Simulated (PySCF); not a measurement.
B(Cl)(Br)(OH) (BBrClHO), SMILES ClB(Br)O.

Coordinates come from a B3LYP-D3(BJ)/def2-SVP optimisation. The values are those of a single conformer.

Calculation: TDA-B3LYP/def2-SVPD (PySCF 2.14.0).

Vertical excitations.  State labels are in the subgroup Cs.

```
state  symmetry  energy (eV)  λ (nm)      f                                              main pairs
-----  --------  -----------  ------  -----  ------------------------------------------------------
S1           A"         6.07     204  0.000                                         HOMO→LUMO 100 %
S2           A'         6.85     181  0.025                                        HOMO→LUMO+1 98 %
S3           A'         6.93     179  0.126                                        HOMO−1→LUMO 90 %
S4           A"         7.18     173  0.011                                      HOMO−1→LUMO+1 97 %
S5           A"         7.21     172  0.000                                        HOMO−2→LUMO 99 %
S6           A'         7.76     160  0.006  HOMO→LUMO+2 61 %, HOMO−3→LUMO 17 %, HOMO−2→LUMO+1 13 %
S7           A'         7.99     155  0.099  HOMO−2→LUMO+1 33 %, HOMO−3→LUMO 33 %, HOMO→LUMO+2 23 %
S8           A"         8.04     154  0.006                                      HOMO−1→LUMO+2 83 %
S9           A"         8.11     153  0.014                                      HOMO−3→LUMO+1 95 %
S10          A"         8.19     151  0.000                                        HOMO−4→LUMO 90 %
T1           A"         5.93     209      0                                         HOMO→LUMO 100 %
T2           A'         6.07     204      0                                        HOMO−1→LUMO 99 %
T3           A'         6.66     186      0                                        HOMO→LUMO+1 86 %
T4           A'         6.93     179      0                                        HOMO−3→LUMO 98 %
```
Triplets are in the Tamm–Dancoff approximation.
